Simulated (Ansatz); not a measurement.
Two members of one family (Series SiH2X2), computed with Ansatz in the gas phase. The two geometries come from different levels. Binding counts from free atoms in the multiplicity of their measured ground term, without zero-point energy. A dash marks a value that wasn't run or was left out as unsound. The structures are stationary points that may keep the symmetry of their start. Remarks come from the PBE and PBE0 runs and from stability tests at other levels; not every state was tested. HOMO above LUMO (over both spins in singlets and doublets, within one spin in higher multiplets; at PBE or PBE0), or a gap under 0.15 eV within one spin, warns that the state may not be the lowest or that an electron is smeared out.

First: Si(CN)2H2 (singlet, charge 0, r2SCAN-D4/def2-SVP geometry).

| atom | x (Å) | y (Å) | z (Å) |
| --- | --- | --- | --- |
| Si1 | 0.105 | -0.046 | -0.574 |
| C2 | -1.281 | 0.890 | 0.216 |
| N3 | -2.158 | 1.485 | 0.698 |
| C4 | 1.096 | -0.812 | 0.786 |
| N5 | 1.732 | -1.300 | 1.631 |
| H6 | 0.963 | 0.900 | -1.327 |
| H7 | -0.457 | -1.118 | -1.429 |

| level | HOMO (eV) | LUMO (eV) | gap (eV) | vertical IE (eV) | vertical triplet (eV) | binding per atom (eV) |
| --- | --- | --- | --- | --- | --- | --- |
| PBE-D4/def2-SVP | -8.79 | -2.45 | 6.33 | – | – | 4.75 |
| PBE-D4/def2-TZVP | -8.93 | -2.70 | 6.23 | 11.87 | 5.80 | 4.74 |
| B3LYP-D4/6-31G | -9.90 | -1.28 | 8.62 | – | – | 4.16 |
| PBE0-D4/def2-TZVP | -10.26 | -1.73 | 8.53 | 12.33 | 5.68 | 4.55 |
| r2SCAN0-D4/def2-TZVP | -10.47 | -1.64 | 8.83 | – | – | 4.37 |

Remarks: gap within one spin near zero at PBE or PBE0 (+1 doublet).

Second: Si(CCH)2H2 (singlet, charge 0, PBE0-D4/def2-SVP geometry).

```xyz
9

Si   -0.421    0.209   -0.830
C    -0.872    0.936    0.790
C    -1.177    1.424    1.861
H    -1.447    1.854    2.810
C     0.959   -0.979   -0.619
C     1.874   -1.770   -0.487
H     2.683   -2.468   -0.369
H     0.003    1.295   -1.758
H    -1.601   -0.502   -1.398
```

**Question.** What does the change do? Estimate second minus first.

**Answer.** 
```
               level  Δ HOMO (eV)  Δ LUMO (eV)  Δ gap (eV)  Δ vertical IE (eV)  Δ vertical triplet (eV)  Δ binding per atom (eV)
     PBE-D4/def2-SVP         1.90         1.19       -0.71                   –                        –                    -0.19
    PBE-D4/def2-TZVP         1.92         1.23       -0.69               -2.12                    -0.76                    -0.19
      B3LYP-D4/6-31G         2.23         1.28       -0.96                   –                        –                     0.04
   PBE0-D4/def2-TZVP         2.05         1.21       -0.84               -2.21                    -0.73                    -0.10
r2SCAN0-D4/def2-TZVP         2.10         1.25       -0.85                   –                        –                    -0.02
```
